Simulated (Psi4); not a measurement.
C3H5, charge -1, singlet, at a GFN2-xTB geometry (a gas-phase anion, which may not be bound at this level); Psi4 with HF/6-31G*, TDA.

Input for Psi4:
```
memory 2 GB

molecule mol {
-1 1
  C    -0.010751    0.960170    0.093412
  C     0.755777   -0.344508    0.026624
  C    -0.748251   -0.360884    0.021847
  H    -0.012597    1.431798   -0.941996
  H     1.255392   -0.743614   -0.876342
  H     1.261661   -0.709388    0.929634
  H    -1.251796   -0.736753    0.921650
  H    -1.233312   -0.770710   -0.884248
symmetry c1
}

set basis 6-31g*
set reference rhf
set puream true
set save_jk true
set tdscf_states [5]
set tdscf_tda true
set d_convergence 1e-8

energy('td-scf')
print_variables()
```

Question: What does Psi4 print? Leave out banner, timings and long lists.

Answer: 
```
   => Loading Basis Set <=

    Name: 6-31G*
    Role: ORBITAL
    Keyword: BASIS

         ---------------------------------------------------------
                                   SCF
               by Justin Turney, Rob Parrish, Andy Simmonett
                          and Daniel G. A. Smith
                              RHF Reference
         ---------------------------------------------------------

  ==> Geometry <==

    Molecular point group: c1
    Full point group: C1

    Geometry (in Angstrom), charge = -1, multiplicity = 1:

       Center              X                  Y                   Z               Mass
    ------------   -----------------  -----------------  -----------------  -----------------
         C           -0.010283139118     0.923212410736     0.072830846501    12.000000000000
         C            0.756244860882    -0.381465589264     0.006042846501    12.000000000000
         C           -0.747783139118    -0.397841589264     0.001265846501    12.000000000000
         H           -0.012129139118     1.394840410736    -0.962577153499     1.007825032230
         H            1.255859860882    -0.780571589264    -0.896923153499     1.007825032230
         H            1.262128860882    -0.746345589264     0.909052846501     1.007825032230
         H           -1.251328139118    -0.773710589264     0.901068846501     1.007825032230
         H           -1.232844139118    -0.807667589264    -0.904829153499     1.007825032230

  Running in c1 symmetry.

  Rotational constants: A =      0.74740  B =      0.69819  C =      0.44165 [cm^-1]
  Rotational constants: A =  22406.59780  B =  20931.20588  C =  13240.39324 [MHz]
  Nuclear repulsion =   68.406234977408303

  Charge       = -1
  Multiplicity = 1
  Electrons    = 24
  Nalpha       = 12
  Nbeta        = 12

  ==> Algorithm <==

  SCF Algorithm Type is DF.
  DIIS enabled.
  MOM disabled.
  Fractional occupation disabled.
  Guess Type is SAD.
  Energy threshold   = 1.00e-06
  Density threshold  = 1.00e-08
  Integral threshold = 1.00e-12

  ==> Primary Basis <==

  Basis Set: 6-31G*
    Blend: 6-31G*
    Number of shells: 28
    Number of basis functions: 52
    Number of Cartesian functions: 55
    Spherical Harmonics?: true
    Max angular momentum: 2

   => Loading Basis Set <=

    Name: (6-31G* AUX)
    Role: JKFIT
    Keyword: DF_BASIS_SCF

  ==> Integral Setup <==

  SCF_SUBTYPE=INCORE selected. In-core MEM_DF algorithm will be used.
  Using in-core AOs.

  ==> MemDFJK: Density-Fitted J/K Matrices <==

    J tasked:                   Yes
    K tasked:                   Yes
    wK tasked:                   No
    Algorithm:                 Core
    Schwarz Cutoff:           1E-12
    Mask sparsity (%):       0.0000
    Fitting Condition:        1E-10

   => Auxiliary Basis Set <=

  Basis Set: (6-31G* AUX)
    Blend: CC-PVDZ-JKFIT
    Number of shells: 117
    Number of basis functions: 325
    Number of Cartesian functions: 368
    Spherical Harmonics?: true
    Max angular momentum: 3

  Minimum eigenvalue in the overlap matrix is 8.3636105036E-03.
  Reciprocal condition number of the overlap matrix is 1.6042465376E-03.
    Using symmetric orthogonalization.

  ==> Pre-Iterations <==

  SCF Guess: Superposition of Atomic Densities via on-the-fly atomic UHF (no occupation information).

   -------------------------
    Irrep   Nso     Nmo
   -------------------------
     A         52      52
   -------------------------
    Total      52      52
   -------------------------

  ==> Iterations <==

                           Total Energy        Delta E     RMS |[F,P]|

   @DF-RHF iter SAD:  -115.77296825447360   -1.15773e+02   0.00000e+00
   @DF-RHF iter   1:  -116.20617249631529   -4.33204e-01   9.03133e-03 ADIIS/DIIS
   @DF-RHF iter   2:  -116.31442200411797   -1.08250e-01   4.79855e-03 ADIIS/DIIS
   @DF-RHF iter   3:  -116.34682057360715   -3.23986e-02   5.51925e-04 ADIIS/DIIS
[...]
  @DF-RHF Final Energy:  -116.34776580127564
    Total Energy =                       -116.3477658012756422
[...]
  DavidsonSolver iter   9:   4.04022e-11  1.90878e-06     60
  DavidsonSolver iter  10:   2.28162e-12  7.15277e-07     62      Converged

******************************************************************************************
**********                               WARNING                                **********
**********  Length-gauge rotatory strengths are **NOT** gauge-origin invariant  **********
******************************************************************************************

                                    Excitation Energy         Total Energy        Oscillator Strength             Rotatory Strength
     #   Sym: GS->ES (Trans)        au              eV              au          au (length)    au (velocity)    au (length)    au (velocity)
    ---- -------------------- --------------- --------------- --------------- --------------- --------------- --------------- ---------------
     1        A->A (1 A)       0.24101         6.55821        -116.10676       0.0422          0.0207          0.0000         -0.0000
     2        A->A (1 A)       0.28142         7.65786        -116.06634       0.0503          0.0375          0.0000         -0.0000
     3        A->A (1 A)       0.30815         8.38532        -116.03961       0.0428          0.0130          0.0000          0.0000
     4        A->A (1 A)       0.31820         8.65876        -116.02956       0.1100          0.1192         -0.0000         -0.0000
     5        A->A (1 A)       0.31997         8.70679        -116.02780       0.0509          0.0288          0.0000          0.0000

Contributing excitations
Only contributions with abs(coeff) > 1.00e-01 will be printed:

Excited State    1 (1 A):   0.24101 au   189.05 nm f = 0.0422
  Sums of squares: Xssq =  1.000000e+00
     12a  ->  13a    -0.852470 (72.670%)
     12a  ->  14a    -0.383334 (14.694%)
     12a  ->  16a    -0.312242 ( 9.750%)

Excited State    2 (1 A):   0.28142 au   161.90 nm f = 0.0503
  Sums of squares: Xssq =  1.000000e+00
     12a  ->  13a     0.450171 (20.265%)
     12a  ->  14a    -0.859031 (73.793%)
     12a  ->  16a    -0.174726 ( 3.053%)

Excited State    3 (1 A):   0.30815 au   147.86 nm f = 0.0428
  Sums of squares: Xssq =  1.000000e+00
     12a  ->  15a    -0.629294 (39.601%)
     12a  ->  17a    -0.600014 (36.002%)
     12a  ->  18a    -0.356744 (12.727%)
     12a  ->  19a    -0.275881 ( 7.611%)

Excited State    4 (1 A):   0.31820 au   143.19 nm f = 0.1100
  Sums of squares: Xssq =  1.000000e+00
     10a  ->  13a     0.156074 ( 2.436%)
     10a  ->  14a     0.202874 ( 4.116%)
     11a  ->  18a     0.109581 ( 1.201%)
     12a  ->  13a    -0.167457 ( 2.804%)
     12a  ->  14a    -0.262583 ( 6.895%)
     12a  ->  16a     0.886184 (78.532%)
     12a  ->  20a     0.109143 ( 1.191%)

Excited State    5 (1 A):   0.31997 au   142.40 nm f = 0.0509
  Sums of squares: Xssq =  1.000000e+00
     10a  ->  15a     0.120930 ( 1.462%)
     11a  ->  13a    -0.228038 ( 5.200%)
     12a  ->  15a    -0.713135 (50.856%)
     12a  ->  17a     0.568694 (32.341%)
     12a  ->  18a     0.279917 ( 7.835%)

******************************************************************************************
**********                               WARNING                                **********
**********       The names of excited state variables changed between 1.5       **********
**********     and 1.6. For a quick solution, remove the symmetry specifier     **********
**********   from the variable name. For full details, see 'Notes on Psivars'   **********
**********                        in the documentation.                         **********
******************************************************************************************

  Variable Map:
  ----------------------------------------------------------------------------
[...]
  Array Variable Map:
  ----------------------------------------------------------------------------
[...]
[...]
```
